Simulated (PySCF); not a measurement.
C₂H₇AlO, charge +1, doublet, at a GFN2-xTB geometry (such geometries of metal compounds can be far from the true shape) (a state made from the parent by changing its charge; the spin is typed, not shown lowest); DF-SVWN5/aug-cc-pVDZ run with PySCF.

The PySCF input:
```python
from pyscf import gto, scf, dft
import numpy

mol = gto.Mole()
mol.atom = '''
    Al    0.12779689   -0.03052487    0.08588032
    C    -1.51252269   -1.23402075   -0.00667546
    H    -1.27322400   -2.04556439   -0.69582901
    H    -2.36258910   -0.64733562   -0.35584040
    H    -1.66268311   -1.61638550    1.00500495
    C    -0.10781616    1.62104602   -1.08220245
    H     0.86563295    1.80676454   -1.54062769
    H    -0.38685379    2.44208149   -0.41975372
    H    -0.88151238    1.42220395   -1.82421624
    O     1.44302723   -0.34467359    0.96972339
    H     2.21768508   -0.52970412    1.49029835
'''
mol.basis = 'aug-cc-pvdz'
mol.charge = 1
mol.spin = 1
mol.verbose = 4
mol.build()
print('smallest overlap eigenvalue', numpy.linalg.eigvalsh(mol.intor('int1e_ovlp'))[0])

mf = dft.UKS(mol)
mf.xc = 'lda,vwn'
mf = mf.density_fit(auxbasis='def2-universal-jkfit')
mf = scf.addons.remove_linear_dep_(mf, threshold=1e-3, lindep=1e-3)
mf.kernel()
```

What the program printed (banner, timings and long lists left out):

```
PySCF version 2.14.0

[INPUT] verbose = 4
[INPUT] num. atoms = 11
[INPUT] num. electrons = 39
[INPUT] charge = 1
[INPUT] spin (= nelec alpha-beta = 2S) = 1
[INPUT] symmetry False subgroup None
[INPUT] Mole.unit = angstrom
[INPUT] Symbol           X                Y                Z      unit          X                Y                Z       unit  Magmom
[INPUT]  1 Al     0.127796890000  -0.030524870000   0.085880320000 AA    0.241501121671  -0.057683644288   0.162290284290 Bohr   0.0
[INPUT]  2 C     -1.512522690000  -1.234020750000  -0.006675460000 AA   -2.858253641290  -2.331961249530  -0.012614791155 Bohr   0.0
[INPUT]  3 H     -1.273224000000  -2.045564390000  -0.695829010000 AA   -2.406044655223  -3.865556467263  -1.314926258427 Bohr   0.0
[INPUT]  4 H     -2.362589100000  -0.647335620000  -0.355840400000 AA   -4.464646343883  -1.223287032476  -0.672440900056 Bohr   0.0
[INPUT]  5 H     -1.662683110000  -1.616385500000   1.005004950000 AA   -3.142015709840  -3.054525906718   1.899184109332 Bohr   0.0
[INPUT]  6 C     -0.107816160000   1.621046020000  -1.082202450000 AA   -0.203743014202   3.063333013116  -2.045066241833 Bohr   0.0
[INPUT]  7 H      0.865632950000   1.806764540000  -1.540627690000 AA    1.635809199899   3.414290152176  -2.911364394021 Bohr   0.0
[INPUT]  8 H     -0.386853790000   2.442081490000  -0.419753720000 AA   -0.731047713350   4.614865189970  -0.793219570567 Bohr   0.0
[INPUT]  9 H     -0.881512380000   1.422203950000  -1.824216240000 AA   -1.665816973614   2.687575958775  -3.447269085584 Bohr   0.0
[INPUT] 10 O      1.443027230000  -0.344673590000   0.969723390000 AA    2.726926254990  -0.651338687471   1.832511623685 Bohr   0.0
[INPUT] 11 H      2.217685080000  -0.529704120000   1.490298350000 AA    4.190817431734  -1.000995713854   2.816255725391 Bohr   0.0

nuclear repulsion = 153.829639932169
number of shells = 67
number of NR pGTOs = 232
number of NR cGTOs = 159
basis = aug-cc-pvdz
ecp = {}
input.py:28: DeprecationWarning: remove_linear_dep_ is deprecated and will be removed in a future release. Linear dependency handling is now built into the SCF procedure by default. Linear dependency removal can be controlled using the following settings:
  pyscf.scf.hf.remove_overlap_zero_eigenvalue = True
  pyscf.scf.hf.overlap_zero_eigenvalue_threshold = 1e-6

  mf = scf.addons.remove_linear_dep_(mf, threshold=1e-3, lindep=1e-3)
smallest overlap eigenvalue 0.00011041436154229948
Applying remove_linear_dep_ on SCF object.
Using canonical orthogonalization with threshold 0.001

******** <class 'pyscf.df.df_jk.DFUKS'> ********
method = DFUKS
initial guess = minao
damping factor = 0
level_shift factor = 0
DIIS = <class 'pyscf.scf.diis.CDIIS'>
diis_start_cycle = 1
diis_space = 8
diis_damp = 0
SCF conv_tol = 1e-09
SCF conv_tol_grad = None
SCF max_cycles = 50
direct_scf = False
number electrons alpha = 20  beta = 19
XC library pyscf.dft.libxc version 7.1.2
    S. Lehtola, C. Steigemann, M. J. T. Oliveira, and M. A. L. Marques,  SoftwareX 7, 1–5 (2018)
XC functionals = lda,vwn
    P. A. M. Dirac,  Math. Proc. Cambridge Philos. Soc. 26, 376 (1930)
    F. Bloch,  Z. Phys. 57, 545 (1929)
    S. H. Vosko, L. Wilk, and M. Nusair,  Can. J. Phys. 58, 1200 (1980)
radial grids:
    Treutler-Ahlrichs [JCP 102, 346 (1995); DOI:10.1063/1.469408] (M4) radial grids

becke partition: Becke, JCP 88, 2547 (1988); DOI:10.1063/1.454033
pruning grids: <function nwchem_prune>
grids dens level: 3
symmetrized grids: False
atomic radii adjust function: <function treutler_atomic_radii_adjust>
small_rho_cutoff = 0
Set gradient conv threshold to 3.16228e-05
tot grids = 130160
init E= -395.694423738346

cycle= 1 E= -395.268828850953  delta_E= 0.426  |g|= 0.653  |ddm|= 2.74
cycle= 2 E= -393.341291608274  delta_E= 1.93  |g|= 1.94  |ddm|=  1.6
cycle= 3 E= -395.366541994888  delta_E= -2.03  |g|= 0.356  |ddm|= 1.41
cycle= 4 E= -395.4382134621  delta_E= -0.0717  |g|= 0.135  |ddm|= 0.428
cycle= 5 E= -395.446794347798  delta_E= -0.00858  |g|= 0.0361  |ddm|= 0.0942
cycle= 6 E= -395.447618708385  delta_E= -0.000824  |g|= 0.00599  |ddm|= 0.0469
cycle= 7 E= -395.447639130968  delta_E= -2.04e-05  |g|= 0.00301  |ddm|= 0.00522
cycle= 8 E= -395.44764008846  delta_E= -9.57e-07  |g|= 0.00281  |ddm|= 0.000489
cycle= 9 E= -395.447638631541  delta_E= 1.46e-06  |g|= 0.0031  |ddm|= 0.00102
cycle= 10 E= -395.447642114008  delta_E= -3.48e-06  |g|= 0.0022  |ddm|= 0.00189
cycle= 11 E= -395.447641271049  delta_E= 8.43e-07  |g|= 0.00252  |ddm|= 0.00121
cycle= 12 E= -395.447637457684  delta_E= 3.81e-06  |g|= 0.00341  |ddm|= 0.00179
cycle= 13 E= -395.447633433188  delta_E= 4.02e-06  |g|= 0.00415  |ddm|= 0.00189
cycle= 14 E= -395.447637222412  delta_E= -3.79e-06  |g|= 0.00347  |ddm|= 0.0016
cycle= 15 E= -395.447638838031  delta_E= -1.62e-06  |g|= 0.00309  |ddm|= 0.000705
cycle= 16 E= -395.447639113838  delta_E= -2.76e-07  |g|= 0.00304  |ddm|= 0.000296
cycle= 17 E= -395.447634845095  delta_E= 4.27e-06  |g|= 0.00391  |ddm|= 0.00173
cycle= 18 E= -395.447639657537  delta_E= -4.81e-06  |g|= 0.00292  |ddm|= 0.002
cycle= 19 E= -395.447632813955  delta_E= 6.84e-06  |g|= 0.00415  |ddm|= 0.00268
cycle= 20 E= -395.447636803295  delta_E= -3.99e-06  |g|= 0.0035  |ddm|= 0.00259
cycle= 21 E= -395.447625362945  delta_E= 1.14e-05  |g|= 0.00525  |ddm|= 0.00427
cycle= 22 E= -395.447629191899  delta_E= -3.83e-06  |g|= 0.00488  |ddm|= 0.00167
cycle= 23 E= -395.44762808275  delta_E= 1.11e-06  |g|= 0.00498  |ddm|= 0.000816
cycle= 24 E= -395.447623261368  delta_E= 4.82e-06  |g|= 0.00562  |ddm|= 0.00118
cycle= 25 E= -395.44762614968  delta_E= -2.89e-06  |g|= 0.00529  |ddm|= 0.000781
cycle= 26 E= -395.447625661825  delta_E= 4.88e-07  |g|= 0.00536  |ddm|= 0.000347
cycle= 27 E= -395.447635927317  delta_E= -1.03e-05  |g|= 0.00367  |ddm|= 0.00904
cycle= 28 E= -395.447639943816  delta_E= -4.02e-06  |g|= 0.00287  |ddm|= 0.00593
cycle= 29 E= -395.447635901405  delta_E= 4.04e-06  |g|= 0.0037  |ddm|= 0.00162
cycle= 30 E= -395.447628587452  delta_E= 7.31e-06  |g|= 0.00507  |ddm|= 0.00185
cycle= 31 E= -395.44763492397  delta_E= -6.34e-06  |g|= 0.00386  |ddm|= 0.00188
cycle= 32 E= -395.447632304504  delta_E= 2.62e-06  |g|= 0.00438  |ddm|= 0.00136
cycle= 33 E= -395.447628833148  delta_E= 3.47e-06  |g|= 0.00499  |ddm|= 0.00103
cycle= 34 E= -395.447631487618  delta_E= -2.65e-06  |g|= 0.00457  |ddm|= 0.000793
cycle= 35 E= -395.447631632571  delta_E= -1.45e-07  |g|= 0.00456  |ddm|= 0.000176
cycle= 36 E= -395.447621145463  delta_E= 1.05e-05  |g|= 0.00555  |ddm|= 0.00521
cycle= 37 E= -395.447642086763  delta_E= -2.09e-05  |g|= 0.00209  |ddm|= 0.00638
cycle= 38 E= -395.447640370826  delta_E= 1.72e-06  |g|= 0.00267  |ddm|= 0.00145
cycle= 39 E= -395.447638646616  delta_E= 1.72e-06  |g|= 0.0032  |ddm|= 0.0011
cycle= 40 E= -395.447636868395  delta_E= 1.78e-06  |g|= 0.00347  |ddm|= 0.00136
cycle= 41 E= -395.447637969517  delta_E= -1.1e-06  |g|= 0.00322  |ddm|= 0.000941
cycle= 42 E= -395.447638536023  delta_E= -5.67e-07  |g|= 0.00315  |ddm|= 0.00275
cycle= 43 E= -395.447640135165  delta_E= -1.6e-06  |g|= 0.00276  |ddm|= 0.00299
cycle= 44 E= -395.447639294426  delta_E= 8.41e-07  |g|= 0.00296  |ddm|= 0.00092
cycle= 45 E= -395.447629065168  delta_E= 1.02e-05  |g|= 0.00462  |ddm|= 0.00432
cycle= 46 E= -395.447640986389  delta_E= -1.19e-05  |g|= 0.00238  |ddm|= 0.00489
cycle= 47 E= -395.447640488477  delta_E= 4.98e-07  |g|= 0.00261  |ddm|= 0.00108
cycle= 48 E= -395.447640932895  delta_E= -4.44e-07  |g|= 0.00243  |ddm|= 0.000442
cycle= 49 E= -395.447640509642  delta_E= 4.23e-07  |g|= 0.00263  |ddm|= 0.00043
cycle= 50 E= -395.44763731265  delta_E= 3.2e-06  |g|= 0.00339  |ddm|= 0.00535
SCF not converged.
SCF energy = -395.44763731265 after 50 cycles  <S^2> = 0.75253739  2S+1 = 2.0025358
```

The run did not converge; its last values are not results.
